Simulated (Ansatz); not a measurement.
One change: `OC1CO[SiH2]1` becomes `FC1CO[SiH2]1`.

Ansatz, PBE0-D4/def2-TZVP geometries, multiplicity 1. Each molecule was computed in one conformer, which needn't be the lowest.

```json
{"property": "LUMO energy (B3LYP/def2-TZVPP) / eV", "`OC1CO[SiH2]1`": "-0.66"}
{"property": "size of the dipole moment (PBE/def2-TZVPP) / D", "`OC1CO[SiH2]1`": "2.19"}
{"property": "HOMO–LUMO gap (PBE/def2-TZVPP) / eV", "`OC1CO[SiH2]1`": "4.58"}
{"property": "HOMO–LUMO gap (B3LYP/def2-TZVPP) / eV", "`OC1CO[SiH2]1`": "6.45"}
{"property": "LUMO energy (PBE/def2-TZVPP) / eV", "`OC1CO[SiH2]1`": "-1.28"}
{"property": "HOMO energy (PBE0/def2-TZVPP) / eV", "`OC1CO[SiH2]1`": "-7.31"}
```

Task: What does the change do to each property? (An estimate is asked.)

Result: Computed: 
| property | `FC1CO[SiH2]1` | shift |
| --- | --- | --- |
| LUMO energy (B3LYP/def2-TZVPP) / eV | -0.71 | -0.05 |
| size of the dipole moment (PBE/def2-TZVPP) / D | 1.10 | -1.09 |
| HOMO–LUMO gap (PBE/def2-TZVPP) / eV | 5.26 | 0.68 |
| HOMO–LUMO gap (B3LYP/def2-TZVPP) / eV | 7.19 | 0.74 |
| LUMO energy (PBE/def2-TZVPP) / eV | -1.37 | -0.09 |
| HOMO energy (PBE0/def2-TZVPP) / eV | -8.11 | -0.80 |

With PBE0 the HOMO falls by 0.80 eV and the LUMO falls by 0.07 eV, so the gap widens by about 0.73 eV. PBE moves the HOMO by -0.77 eV and ωB97M-V by -0.78 eV. The zero-point energy changes by -31.6 kJ/mol with -3 modes. Dipoles are sizes alone; their direction can turn.

Positive LUMOs are unbound, so they and the gaps depend on the basis.

B3LYP here is the variant with VWN-RPA as its local correlation; programs differ in this.
